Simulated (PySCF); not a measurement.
Job file and geometry (Å, from GFN2-xTB) of an NMR shielding run on `N(=C)[BH2-][NH2+][C@@H]1C[C@H]1CF`, C₅H₁₂BFN₂, GIAO PBE0/pcSseg-1 NMR shielding, non-relativistic, gas phase in PySCF; density fitting, a coarse starting grid and PySCF grid level 2 are the driver's defaults:

```
$ OMP_NUM_THREADS=1 python probes_run.py task.json out

{"job": {"kind": "nmr", "xc": "PBE0", "basis": "pcSseg-1"}, "charge": 0, "multiplicity": 1}
C      4.112155    -0.609243     0.167551
N      2.871841    -0.573364     0.260765
B      1.890553     0.179554    -0.568600
N      0.463396    -0.327327     0.166133
C     -0.753141     0.275211    -0.309284
C     -1.228599     1.549044     0.311759
C     -1.993407     0.275269     0.545503
C     -3.343373     0.083945    -0.092613
F     -3.613484    -1.259185    -0.228928
H      4.688303    -1.218114     0.865692
H      4.713806    -0.066533    -0.578007
H      1.815271    -0.181246    -1.701624
H      1.926622     1.360416    -0.416979
H      0.459265    -1.336956     0.044090
H      0.620910    -0.137260     1.151923
H     -0.868559     0.157359    -1.379241
H     -0.659269     1.955432     1.133039
H     -1.665078     2.301593    -0.325558
H     -1.920253    -0.179856     1.526559
H     -3.378639     0.516321    -1.097156
H     -4.147240     0.500641     0.524506
```

**Question.** Write the output of this run.

**Answer.** 
```
coarse grid: 17168 points
cycle   1  E = -431.2209447908  dE =  1.187e+00  |g| = 6.337e-01  |ddm| = 3.906e+00
cycle   2  E = -431.1401378393  dE =  8.081e-02  |g| = 9.277e-01  |ddm| = 1.391e+00
cycle   3  E = -431.3090923724  dE = -1.690e-01  |g| = 1.541e-01  |ddm| = 8.548e-01
cycle   4  E = -431.3138056907  dE = -4.713e-03  |g| = 5.782e-02  |ddm| = 1.323e-01
cycle   5  E = -431.3144087585  dE = -6.031e-04  |g| = 1.593e-02  |ddm| = 4.357e-02
cycle   6  E = -431.3144592416  dE = -5.048e-05  |g| = 3.434e-03  |ddm| = 1.570e-02
cycle   7  E = -431.3144615743  dE = -2.333e-06  |g| = 9.920e-04  |ddm| = 3.677e-03
final grid: 165304 points
cycle   8  E = -431.3688688874  dE = -6.833e-05  |g| = 9.912e-03  |ddm| = 3.753e-02
cycle   9  E = -431.3688591872  dE =  9.700e-06  |g| = 1.241e-02  |ddm| = 2.042e-02
cycle  10  E = -431.3688923217  dE = -3.313e-05  |g| = 1.904e-03  |ddm| = 1.085e-02
cycle  11  E = -431.3688930109  dE = -6.892e-07  |g| = 4.738e-04  |ddm| = 1.418e-03
cycle  12  E = -431.3688930523  dE = -4.143e-08  |g| = 2.028e-04  |ddm| = 4.688e-04
cycle  13  E = -431.3688930601  dE = -7.745e-09  |g| = 3.725e-05  |ddm| = 1.730e-04
cycle  14  E = -431.3688930603  dE = -2.461e-10  |g| = 1.033e-05  |ddm| = 3.156e-05
converged SCF energy = -431.3688930603

GIAO shielding tensors (ppm)
atom      isotropic    diamagn.    paramagn.     s11        s22        s33       span
  0 C       32.412     248.791    -216.379    -65.069     36.713    125.593    190.661
  1 N     -176.911     333.675    -510.586   -571.872   -217.150    258.288    830.160
  2 B      108.456     189.232     -80.776     91.950    103.616    129.803     37.853
  3 N      180.064     319.946    -139.882    143.758    172.069    224.364     80.605
  4 C      154.400     243.816     -89.416    116.469    140.567    206.163     89.693
  5 C      176.101     253.463     -77.362    147.884    174.615    205.804     57.921
  6 C      163.076     255.651     -92.575    131.223    150.380    207.624     76.401
  7 C       97.776     237.219    -139.442     58.535     84.796    149.999     91.464
  8 F      409.841     471.914     -62.073    373.646    398.095    457.783     84.137
  9 H       23.774      27.970      -4.196     22.133     23.200     25.988      3.855
 10 H       23.457      28.064      -4.607     21.956     22.306     26.110      4.154
 11 H       28.386      31.803      -3.417     25.444     27.263     32.452      7.008
 12 H       28.432      32.052      -3.619     24.963     27.451     32.884      7.921
 13 H       27.746      33.778      -6.032     22.038     25.221     35.978     13.939
 14 H       29.335      34.538      -5.203     23.517     27.602     36.886     13.369
 15 H       29.310      32.098      -2.788     22.897     28.637     36.396     13.500
 16 H       30.924      32.249      -1.324     26.102     27.567     39.104     13.002
 17 H       31.033      31.772      -0.739     25.611     27.314     40.174     14.563
 18 H       30.434      32.509      -2.076     24.470     29.415     37.416     12.946
 19 H       27.871      27.776       0.095     22.883     29.180     31.549      8.667
 20 H       26.465      25.520       0.945     21.152     27.446     30.799      9.647
```

Size and cost of the density-fitted run: 213 basis functions, 100 s wall time on 1 thread of an Intel Xeon, shared host; peak memory 0.95 GiB.
